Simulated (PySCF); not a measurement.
**Correlation energy of I (iodine, neutral)**

[Kr] 4d10 5s2 5p5, 2P determinant. All numbers are calculated (PySCF 2.14, scalar relativity by spin-free X2C-1e, in x2c-SVPall (6s5p3d, 36 functions)). Frozen: [Kr] 4d10; 7 electrons correlated.

MP2 pair energies summed by pair of shells (mhartree):

| pair | energy | share (%) |
| --- | --- | --- |
| 5p-5p | -51.76 | 68.8 |
| 5s-5p | -19.45 | 25.9 |
| 5s-5s | -4.00 | 5.3 |

Total MP2 correlation energy: -75.21 mhartree.

Same-spin part -19.46 and opposite-spin part -55.75 mhartree; SCS-MP2 scales them by 1/3 and 6/5 to -73.39 mhartree.

```json
{"level": "CCSD", "correlation energy (mhartree)": "-87.54"}
{"level": "(T)", "correlation energy (mhartree)": "-0.75"}
{"level": "CCSD(T)", "correlation energy (mhartree)": "-88.29"}
```

Diagnostics: T1 = 0.0060, D1 = 0.0188, largest double amplitude 0.052.

Cost of the coupled-cluster step: 0.11 s of wall time on 1 thread of Neoverse-V1 (shared host), for 7 correlated electrons.
